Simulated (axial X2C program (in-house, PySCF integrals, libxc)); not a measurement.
## Nuclear properties of CGeO

Computed with an in-house all-electron X2C program for linear molecules (integrals from PySCF): two-component X2C with atomic mean-field Coulomb and Gaunt terms, Gaussian nuclei, basis C dyall-v3z, Ge dyall-v3z, O dyall-av3z with contracted cores.

C–Ge–O held linear, with bonds 1.908 and 1.616 Å (near the PBE0 minimum at charge 0 of the determinant lowest at the starting distance; the state shown can have its own minimum elsewhere, held linear; other orders of the atoms were not compared).

Determinant lowest in the PBE0 search, Ω = 1 (⟨Sz⟩ = 1.00, ⟨Lz⟩ = 0.00 at PBE0), spin on the atoms C 0.79, Ge 0.14, O 0.07:

| level | Eeff magnitude (GV/cm) | Ws magnitude Ge (kHz) | A∥/gI C (MHz) | qzz C (a.u.) | A∥/gI Ge (MHz) | qzz Ge (a.u.) | A∥/gI O (MHz) | qzz O (a.u.) | μ (D) |
| --- | --- | --- | --- | --- | --- | --- | --- | --- | --- |
| PBE0 | 0.0824 | 0.0636 | -41.6 | 0.09 | -130 | -4.51 | -18.8 | 0.61 | -0.91 |
| HF | 0.236 | 0.127 | -12.7 | 0.23 | -202 | -6.23 | 1.17 | 0.57 | -1.20 |
| TPSSh | 0.0254 | 0.0151 | -22.9 | 0.08 | -58.2 | -4.14 | -19.7 | 0.60 | -0.79 |

Determinant 0.98 eV from it at PBE0 and this distance, Ω = 0 (closed shell), highest spinor 68% C p, 11% Ge d, 10% Ge p:

| level | qzz C (a.u.) | qzz Ge (a.u.) | qzz O (a.u.) | μ (D) |
| --- | --- | --- | --- | --- |
| PBE0 | -0.06 | -4.22 | 0.70 | -1.07 |
| HF | 0.02 | -6.05 | 0.75 | -1.44 |
| TPSSh | -0.09 | -3.78 | 0.66 | -0.94 |

Eeff is the effective electric field on the electron electric dipole moment in this Ω state and Ws the scalar–pseudoscalar constant of the nucleus named (defined with the proton number Z and per Ω); A∥ (defined per Ω) follows by multiplying with gI = μI/(I μN); qzz is the electric field gradient, eQq0 = 234.96 MHz × Q/barn × qzz; μ is positive if the O end (last atom) is positive. The operators were transformed with the bare-nucleus X2C matrices; with these basis sets, hyperfine constants and field gradients can be off by tens of per cent, and where levels differ in sign neither size nor sign is settled.

With Q(73Ge) = -0.196 barn, Q(17O) = -0.02558 barn (Q from Pyykkö, Mol. Phys. 2018), turn the PBE0 values of the first state into constants in MHz.

eQq0(73Ge) = 234.96 × (-0.196) × (-4.51) = 208 MHz; eQq0(17O) = 234.96 × (-0.02558) × (0.61) = -3.67 MHz.

The molecule was held linear; bending was not examined, so a bent shape may lie lower.

Each state is one determinant with collinear spin, which with several unpaired electrons need not be a pure state. Unrestricted Hartree–Fock can overshoot spin polarisation at the nuclei. In the state Ω = 1 the sign of Eeff differs between levels (TPSSh against PBE0). A closed determinant beside an open π² or δ² triplet, such as (π1/2)², mixes with its partner pair into the 0⁺ component of the triplet and ¹Σ⁺, so its energy is not that of a level, and 0⁺ can lie lowest. With several open shells hyperfine constants can be off by a factor of several. Where Eeff spreads by more than a factor of two the levels disagree and none is to be relied on. Open-shell Ω = 0 determinants with evenly filled partner blocks cannot be reached by this program, so the Ω shown need not be the lowest component. The search compared states at one distance, so a state with another bond length can lie lower. Where a field gradient or hyperfine factor spreads by more than a factor of two over the levels, a constant derived from it is not to be relied on. PBE0 term energies can be off by some tenths of an eV.
